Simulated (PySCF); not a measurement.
C₆H₁₄, charge -1, doublet, geometry from GFN2-xTB of the parent state (a state made from the parent by changing its charge; the spin is typed, not shown lowest) (in this run its highest filled SCF level lies above zero, so its values depend strongly on the basis, on diffuse functions most of all); HF/3-21G (PySCF).

Input for PySCF:
```python
from pyscf import gto, scf

mol = gto.M(
    atom='''
C     2.844660    0.875284   -0.363333
C     1.834965    0.041423    0.415963
C     0.454312    0.064508   -0.235878
C    -0.560375   -0.762179    0.550952
C    -1.926619   -0.855497   -0.129382
C    -2.668120    0.475553   -0.174291
H     2.948184    0.497893   -1.378536
H     2.522611    1.913176   -0.416410
H     3.820599    0.843247    0.115703
H     2.188230   -0.990690    0.477858
H     1.757957    0.425177    1.436054
H     0.114427    1.099229   -0.304934
H     0.529932   -0.330339   -1.252127
H    -0.683510   -0.330329    1.547158
H    -0.163982   -1.773062    0.677887
H    -1.797000   -1.232778   -1.146484
H    -2.537362   -1.579826    0.415310
H    -2.774041    0.885533    0.827937
H    -3.661875    0.339937   -0.595508
H    -2.137105    1.198278   -0.788088
''',
    basis='3-21g',
    charge=-1,
    spin=1,
    verbose=4,
)

mf = scf.UHF(mol)
mf.kernel()
```

**Question.** Predict the main parts of the log of this PySCF run.

**Answer.** 
```
PySCF version 2.14.0

[INPUT] verbose = 4
[INPUT] num. atoms = 20
[INPUT] num. electrons = 51
[INPUT] charge = -1
[INPUT] spin (= nelec alpha-beta = 2S) = 1
[INPUT] symmetry False subgroup None
[INPUT] Mole.unit = angstrom
[INPUT] Symbol           X                Y                Z      unit          X                Y                Z       unit  Magmom
[...]
nuclear repulsion = 248.666129213802
number of shells = 58
number of NR pGTOs = 132
number of NR cGTOs = 82
basis = 3-21g
ecp = {}

******** <class 'pyscf.scf.uhf.UHF'> ********
method = UHF
initial guess = minao
damping factor = 0
level_shift factor = 0
DIIS = <class 'pyscf.scf.diis.CDIIS'>
diis_start_cycle = 1
diis_space = 8
diis_damp = 0
SCF conv_tol = 1e-09
SCF conv_tol_grad = None
SCF max_cycles = 50
direct_scf = True
direct_scf_tol = 1e-13
number electrons alpha = 26  beta = 25
Set gradient conv threshold to 3.16228e-05
init E= -234.956225742044

cycle= 1 E= -233.771457367645  delta_E= 1.18  |g|= 0.244  |ddm|= 7.19
cycle= 2 E= -233.813981597115  delta_E= -0.0425  |g|= 0.0587  |ddm|= 0.62
cycle= 3 E= -233.816763402986  delta_E= -0.00278  |g|= 0.0218  |ddm|= 0.342
cycle= 4 E= -233.817091404694  delta_E= -0.000328  |g|= 0.00479  |ddm|= 0.125
cycle= 5 E= -233.817187230484  delta_E= -9.58e-05  |g|= 0.00292  |ddm|= 0.155
cycle= 6 E= -233.817254582742  delta_E= -6.74e-05  |g|= 0.0019  |ddm|= 0.168
cycle= 7 E= -233.817286060891  delta_E= -3.15e-05  |g|= 0.00138  |ddm|= 0.114
cycle= 8 E= -233.817307545942  delta_E= -2.15e-05  |g|= 0.00118  |ddm|= 0.0985
cycle= 9 E= -233.817331175948  delta_E= -2.36e-05  |g|= 0.000998  |ddm|= 0.13
cycle= 10 E= -233.817352076775  delta_E= -2.09e-05  |g|= 0.000854  |ddm|= 0.14
cycle= 11 E= -233.817385293874  delta_E= -3.32e-05  |g|= 0.000512  |ddm|= 0.321
cycle= 12 E= -233.817394918423  delta_E= -9.62e-06  |g|= 0.000315  |ddm|= 0.173
cycle= 13 E= -233.817398477091  delta_E= -3.56e-06  |g|= 0.000137  |ddm|= 0.163
cycle= 14 E= -233.817398580189  delta_E= -1.03e-07  |g|= 6.06e-05  |ddm|= 0.00927
cycle= 15 E= -233.817398616717  delta_E= -3.65e-08  |g|= 3.59e-05  |ddm|= 0.0133
cycle= 16 E= -233.81739862355  delta_E= -6.83e-09  |g|= 1.85e-05  |ddm|= 0.0026
cycle= 17 E= -233.817398625886  delta_E= -2.34e-09  |g|= 1.22e-05  |ddm|= 0.00127
cycle= 18 E= -233.817398627143  delta_E= -1.26e-09  |g|= 7.9e-06  |ddm|= 0.000889
cycle= 19 E= -233.817398627894  delta_E= -7.52e-10  |g|= 6.13e-06  |ddm|= 0.000767
Extra cycle  E= -233.817398628114  delta_E= -2.19e-10  |g|= 5.4e-06  |ddm|= 0.000241
converged SCF energy = -233.817398628114  <S^2> = 0.75321943  2S+1 = 2.0032168
```
